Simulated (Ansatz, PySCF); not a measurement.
ClH4NO2Si, SMILES N[Si](O)(O)Cl.

Geometry optimised at PBE0-D3(BJ)/def2-SVP. The values are those of a single conformer.

Vertical ionisation energy (IE) and electron affinity (EA) in eV. Rows of orbital energies are one-electron estimates. Where ΔSCF, EOM or ADC give a negative EA the extra electron is unbound and the value depends on the basis.

```
level                                                                   IE     EA
-------------------------------------------------------------------  -----  -----
−ε(HOMO), −ε(LUMO), B3LYP/def2-TZVP (PySCF)                           7.79  -0.13
−ε(HOMO), −ε(LUMO), PBE/def2-TZVP (PySCF)                             6.53   0.38
ΔSCF, PBE0/def2-SVPD (Ansatz), final states of multiplicity 2 and 2  10.42  -0.99
ΔSCF, PBE/def2-SVPD (Ansatz), final states of multiplicity 2 and 2    9.91  -0.77
```

Q: What vertical singlet–triplet gap does ΔSCF give with PBE0/def2-SVPD (Ansatz, a program for electronic structure) and with PBE/def2-SVPD (Ansatz)? (An estimate is asked for; the answer gives what the named calculation found.)

A: 6.63 and 6.13 eV (triplet above singlet where positive).
